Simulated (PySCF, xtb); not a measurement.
C₆H₁₅O, SMILES CC(C)CC(C)[OH2+], charge +1.

GFN2-xTB run with xtb at its own geometry gives an orbital gap of 7.57 eV.

Geometry: PBE-D3(BJ)/def2-SVP. The isomer is the one that the SMILES or the coordinates give; other isomers of the formula were not compared. One conformer was computed; it need not be the lowest.

Problem. What does ωB97X/def2-SVP in PySCF give? (An estimate is asked for; the answer gives what the named calculation found.)

Solution. gap 13.45 eV (levels -15.72 and -2.27 eV).
